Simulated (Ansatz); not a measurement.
CH6ClFSi2 can be A, `FC([SiH3])([SiH3])Cl`, or B, `C[Si](F)([SiH3])Cl`.

Computed with Ansatz on PBE0-D4/def2-TZVP structures; ΔE is electronic, products minus reactants. CCSD(T)/CBS adds triple-zeta CCSD(T) − MP2 to the extrapolated MP2 energy (def2 sets, frozen cores). Functionals use def2-TZVPP. B3LYP here is the variant with VWN-RPA as its local correlation; programs differ in this.

Q: Which isomer does CCSD(T)/CBS put lower? Give the gap. (Estimate.)

A: The calculation gave: B, by 431.2 kJ/mol.

Q: Give E(B) − E(A) in kJ/mol with ωB97M-V, CCSD(T)/def2-TZVPP, PBE0-D4, B2PLYP, r2SCAN-D4, LDA (SPW92), B3LYP-D4. (Estimate.)

A: Computed: ωB97M-V -421.8, CCSD(T)/def2-TZVPP -425.8, PBE0-D4 -428.6, B2PLYP -428.8, r2SCAN-D4 -431.1, LDA (SPW92) -410.5, B3LYP-D4 -420.8. None reverses the order clearly.

Q: Does the order hold for the free energy at 298.15 K (harmonic terms from PBE0-D4)? (Estimate.)

A: Computed: Yes: G(B) − G(A) = -414.4 kJ/mol.

Largest T1 diagnostic: 0.012.

Leaving LDA and LC-ωPBE aside and taking each functional with its dispersion term where it has one, the values, not all of them listed here, spread over 37.8 kJ/mol, from B97M-V to BLYP-D4. LDA lies +5.4 kJ/mol from PBE without D4. The D4 term adds +3.2 kJ/mol with B3LYP and +1.4 kJ/mol with PBE0; it sums over pairs of atoms, weighted by their polarisabilities, and B3LYP, whose exchange is more repulsive, gets the larger term.
